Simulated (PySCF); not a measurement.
## UHF on Pm+ (promethium, charge +1)

Configuration: [Xe] 4f5 6p1, one real determinant (an excited configuration). All numbers are calculated (PySCF 2.14, the spin-free X2C one-electron Hamiltonian (Gaussian nucleus), in cc-pVDZ-X2C).

| Quantity | Value |
| --- | --- |
| Total energy | -10015.852812 hartree |
| One-electron energy | -13672.5737 hartree |
| Hartree (Coulomb) energy | 3885.0550 hartree |
| Exchange energy | -228.3341 hartree |
| ⟨S²⟩ | 12.0051 |
| ⟨L²⟩ | 26.019 |
| Sum of ⟨r⟩ | 40.34 bohr |
| Sum of ⟨r²⟩ | 72.57 bohr² |
| Traceless quadrupole moment −½Σ⟨3z² − r²⟩ along its main axis | -12.4 e·bohr² |
| Langevin diamagnetic susceptibility | -57.5 ×10⁻⁶ cm³/mol |

| shell | electrons | mean orbital energy (eV) | spread (eV) | rms radius, mean of both spins (bohr) |
| --- | --- | --- | --- | --- |
| 1s α | 1 | -45410.0 | 0 | 0.0264 |
| 1s β | 1 | -45410.0 | 0 | 0.0264 |
| 2s α | 1 | -7503.2 | 0 | 0.107 |
| 2s β | 1 | -7503.1 | 0 | 0.107 |
| 2p α | 3 | -6703.4 | 0.189 | 0.0959 |
| 2p β | 3 | -6703.3 | 0.181 | 0.0959 |
| 3s α | 1 | -1690.6 | 0 | 0.277 |
| 3s β | 1 | -1688.0 | 0 | 0.277 |
| 3p α | 3 | -1433.2 | 0.656 | 0.277 |
| 3p β | 3 | -1430.3 | 1.144 | 0.277 |
| 3d α | 5 | -1075.7 | 0.544 | 0.256 |
| 3d β | 5 | -1072.6 | 1.075 | 0.256 |
| 4s α | 1 | -365.98 | 0 | 0.630 |
| 4s β | 1 | -358.61 | 0 | 0.630 |
| 4p α | 3 | -279.07 | 0.519 | 0.669 |
| 4p β | 3 | -270.81 | 2.057 | 0.669 |
| 4d α | 5 | -152.89 | 2.166 | 0.744 |
| 4d β | 5 | -142.01 | 2.274 | 0.744 |
| 5s α | 1 | -60.402 | 0 | 1.56 |
| 5s β | 1 | -57.071 | 0 | 1.56 |
| 5p α | 3 | -36.607 | 0.376 | 1.81 |
| 5p β | 3 | -34.000 | 0.716 | 1.81 |
| 4f α | 5 | -19.618 | 1.972 | 1.10 |
| 6p α | 1 | -7.485 | 0 | 5.62 |

⟨L²⟩ = 26.02 against 42 for a pure I term, so this real determinant mixes terms. Spin-orbit coupling, absent here, splits the open shell strongly.

Densities and radii are taken from the X2C orbitals without a picture-change correction, which distorts them close to the nucleus.

Spin-orbit constants ζ (cm⁻¹) from the X2C one-electron operator on these orbitals: bare nucleus, nucleus screened by l(l+1)(2l+1)/3 electrons, and screened by the Breit-Pauli mean field of the electrons.

```
shell     bare  screened nucleus  mean field
   2p  2925000           2829000         n/a
   3p   594700            575200         n/a
   3d    92490             77330         n/a
   4p   126300            122200         n/a
   4d    16330             13660         n/a
   4f     2059              1114         n/a
   5p    16730             16190         n/a
   6p     1013             979.4         n/a
```

To first order the Landé constant is A = 181.9 cm⁻¹, so the lowest level has J = 3 and lies 0.474 eV below the centre of the term. This holds in LS coupling only.
